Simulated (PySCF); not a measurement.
## Radial density of Li⁺ (lithium, charge +1)

PW91, 1s2, closed-shell 1S. Calculation: PySCF 2.14, in aug-cc-pCVTZ-DK with one added diffuse shell each of s, p, d, f type (8s7p5d3f, 75 functions); the spin-free X2C one-electron Hamiltonian (Gaussian nucleus).

```tsv
r (bohr)	4πr²ρ (e/bohr)
0.00985	0.01606
0.0166	0.04338
0.0279	0.1145
0.0469	0.2885
0.0788	0.6745
0.133	1.388
0.223	2.323
0.375	2.788
0.631	1.987
1.06	0.6340
1.78	0.05573
3.00	0.0005395
```

Densities and radii are taken from the X2C orbitals without a picture-change correction, which distorts them close to the nucleus.
